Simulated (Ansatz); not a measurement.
Species: C₅H₁₁O, charge 0, multiplicity 2. It need not be the lowest isomer of its formula. 
Coordinates optimised at B3LYP-D3(BJ)/def2-TZVP (Ansatz, an electronic-structure program):
```
C
H 1 1.0962
H 1 1.0964 2 105.98
C 1 1.5259 2 109.53 3 -118.03
H 4 1.0935 1 110.30 2 178.73
H 4 1.0939 5 106.68 1 -119.45
C 4 1.5247 5 108.58 6 -116.68
O 7 1.3617 4 116.20 5 55.96
H 7 1.1068 8 109.20 4 -127.51
H 7 1.1108 9 102.72 8 111.48
C 1 1.5268 2 109.10 3 117.37
H 11 1.0946 1 109.11 2 -179.90
H 11 1.0946 12 106.10 1 117.41
C 11 1.5257 12 109.63 13 118.30
H 14 1.0914 11 111.46 12 -57.99
H 14 1.0927 15 107.74 11 122.11
H 14 1.0927 15 107.73 16 115.78
```
Charge 0, spin multiplicity 2.

Property: atomisation energy (electronic, to ground-state atoms), in eV. Correlated levels leave the core frozen unless marked. Open shells are spin-unrestricted. Spin-orbit coupling is left out. Non-relativistic unless marked X2C. The coupled-cluster limit lacks core correlation, which all-electron functionals hold. CBS(X,Y): correlation extrapolated as X^-3; Hartree-Fock from the larger set. The bracket is a focal-point correction in the basis named.

```
level                                                     program  atomisation energy (eV)
-------------------------------------------------  --------------  -----------------------
SVWN5/def2-TZVPD                                           Ansatz                    78.20
PBE-D4/def2-TZVPD                                  Ansatz + dftd4                    70.03
revPBE-D3(BJ)/def2-TZVPD                           Ansatz + dftd3                    68.32
revPBE-D4/def2-TZVPD                               Ansatz + dftd4                    68.50
PBE0/6-31G*                                                Ansatz                    69.16
PBE0/def2-SVP                                              Ansatz               (withheld)
PBE0-D4/def2-TZVPD                                 Ansatz + dftd4                    69.09
PBE0/def2-TZVPD                                            Ansatz                    68.84
BHLYP-D3(BJ)/def2-TZVPD                            Ansatz + dftd3                    67.10
BHLYP-D4/def2-TZVPD                                Ansatz + dftd4                    67.00
HSE06-D3(BJ)/def2-TZVPD                            Ansatz + dftd3                    69.11
CAM-B3LYP/def2-TZVPD                                       Ansatz                    68.71
LC-wPBE/def2-TZVPD                                         Ansatz                    68.60
RPA@PBE/cc-pVTZ                                            Ansatz                    64.33
SCS-MP2/6-31G                                              Ansatz                    59.36
SCS-MP2/6-31G*                                             Ansatz                    62.87
SCS-MP2/cc-pVTZ                                            Ansatz                    67.36
X2C-CCSD(T)/cc-pVTZ-DK                                     Ansatz                    66.96
CCSD(T) with core electrons/cc-pwCVTZ                      Ansatz               (withheld)
RI-MP2/CBS(cc-pVTZ,cc-pVQZ)+[CCSD(T)-MP2]/cc-pVTZ          Ansatz                    68.51
```

Problem. Some entries are withheld; supply them.

Solution. 
- PBE0/def2-SVP, atomisation energy (eV): 69.55
- CCSD(T) with core electrons/cc-pwCVTZ, atomisation energy (eV): 67.29
